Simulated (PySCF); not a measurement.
Molecule: `InChI=1S/CH12B2N2Si/c6-1-3-4-2-5-3/h3H,1-2,4-5H2,6H3`.

Molfile (atoms numbered from 1):
```
CH12B2N2Si
     RDKit          3D

 18 18  0  0  0  0  0  0  0  0999 V2000
    2.4653    0.0090   -0.2224 Si  0  0  0  0  0  4  0  0  0  0  0  0
    0.8188    0.1985   -1.0971 C   0  0  0  0  0  0  0  0  0  0  0  0
   -0.3875   -0.5066   -0.3048 B   0  0  0  0  0  0  0  0  0  0  0  0
   -0.7569    0.2276    1.0721 N   0  0  0  0  0  0  0  0  0  0  0  0
   -2.2051    0.5037    0.4609 B   0  0  0  0  0  0  0  0  0  0  0  0
   -1.8322   -0.1920   -0.9269 N   0  0  0  0  0  0  0  0  0  0  0  0
    2.3887    0.5790    1.1659 H   0  0  0  0  0  0  0  0  0  0  0  0
    2.8475   -1.4316   -0.0913 H   0  0  0  0  0  0  0  0  0  0  0  0
    3.5800    0.7241   -0.9227 H   0  0  0  0  0  0  0  0  0  0  0  0
    0.6305    1.2774   -1.2580 H   0  0  0  0  0  0  0  0  0  0  0  0
    0.9259   -0.2564   -2.0982 H   0  0  0  0  0  0  0  0  0  0  0  0
   -0.2607   -1.7082   -0.1225 H   0  0  0  0  0  0  0  0  0  0  0  0
   -0.7393   -0.3685    1.8944 H   0  0  0  0  0  0  0  0  0  0  0  0
   -0.2097    1.0603    1.2780 H   0  0  0  0  0  0  0  0  0  0  0  0
   -3.0716   -0.1116    1.0553 H   0  0  0  0  0  0  0  0  0  0  0  0
   -2.4227    1.6951    0.3280 H   0  0  0  0  0  0  0  0  0  0  0  0
   -1.8248    0.4308   -1.7307 H   0  0  0  0  0  0  0  0  0  0  0  0
   -2.3854   -1.0104   -1.1637 H   0  0  0  0  0  0  0  0  0  0  0  0
  1  2  1  0
  2  3  1  0
  3  4  1  0
  4  5  1  0
  5  6  1  0
  6  3  1  0
  1  7  1  0
  1  8  1  0
  1  9  1  0
  2 10  1  0
  2 11  1  0
  3 12  1  0
  4 13  1  0
  4 14  1  0
  5 15  1  0
  5 16  1  0
  6 17  1  0
  6 18  1  0
M  CHG  4   3  -1   4   1   5  -1   6   1
M  END
```

Geometry PBE0-D3(BJ)/def2-SVP throughout; GIAO in PySCF, gas phase, one conformer, non-relativistic; equivalent atoms averaged; functional PBE0.

For orientation, 6-31G gives these absolute shieldings σ: C2 197.8, B5 128.5, H12 28.62, H15 28.69, H16 28.77, H7/H8/H9 29.06, H13/H18 31.12, H14/H17 31.71, H10/H11 32.85 ppm.

A run gave: C2 195.1, B5 120.4, H12 28.50, H15 28.50, H16 28.65, H7/H8/H9 29.01, H13/H18 31.42, H14/H17 32.03, H10/H11 33.35 ppm (absolute shieldings σ).

Which basis set was used in that run?
A. def2-SVP
B. 6-311+G(2d,p)
C. pcSseg-1
D. pcSseg-0
E. 6-31G*

## Answers

D. H7/H8/H9 tells them apart best: pcSseg-0 gives 29.01, 6-31G* gives 27.92, 6-311+G(2d,p) gives 27.46, pcSseg-1 gives 27.46, def2-SVP gives 27.52 ppm.
